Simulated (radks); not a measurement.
Values are calculated unless marked as measured or tabulated.
Valence configurations of the technetium ion Tc3+ (all share [Kr]). Level of theory: non-relativistic Kohn-Sham, BLYP, spin-unpolarised, spherical densities, point nucleus; relativity is left out, which matters for an element this heavy (a radial shooting solver on a logarithmic mesh with Libxc functionals). Energies are relative to 4d4; eigenvalues in eV.

| valence | E (eV) | e(4d) | e(5p) | e(5s) |
|---|---|---|---|---|
| 4d4 | 0.000 | -35.474 | - | - |
| 4d2 5p2 | 33.495 | -44.812 | -25.182 | - |
| 4d3.5 5s0.5 | 4.341 | -37.334 | - | -28.145 |
| 4d3 5p1 | 15.329 | -40.114 | -23.392 | - |
| 4d2.5 5s1.5 | 14.579 | -41.168 | - | -29.860 |
| 4d2 5s0.5 5p1.5 | 30.226 | -44.398 | -24.961 | -31.485 |
| 4d2 5s1 5p1 | 26.971 | -43.979 | -24.736 | -31.230 |
| 4d3 5s1 | 9.195 | -39.235 | - | -29.004 |
| 4d3.5 5p0.5 | 7.320 | -37.782 | -22.461 | - |
| 4d1 5p3 | 54.624 | -49.533 | -26.893 | - |

NIST lists [Kr] 4d4 as the ground configuration; this level of theory agrees among the configurations tried. The energies are those of spherical spin-averaged densities, not of single terms. Relativity is left out, which favours d and f over s occupation in heavy atoms.
